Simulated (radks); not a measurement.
Results of a calculation; reference values are marked as such.
Problem. These are the eigenvalues of the occupied orbitals of an atom or ion with whole-number occupations (hartree). Code: a radial shooting solver on a logarithmic mesh with Libxc functionals. Model: Dirac Kohn-Sham, BLYP, spin-unpolarised, spherical densities, finite nucleus; Fermi nuclear charge, rms radius of each element as measured or else 0.836 A^(1/3) + 0.57 fm.

1s1/2: -146.8700
2s1/2: -26.94851
2p1/2: -24.86817
2p3/2: -24.73626

Which element is it, and in what charge state? The configuration may be excited.

Solution. Z = 19, potassium, charge +12: K12+ in [He] 2s2 2p(1/2: 1, 3/2: 2). The list shows which subshells hold electrons but not how many an open one holds; the 1s level, -146.87 hartree, gives Z - s = 17.1 by -(Z - s)^2/2, which with screening and relativity narrows Z to a few neighbours, and the depths of the outer levels then fix element, charge and occupations together.
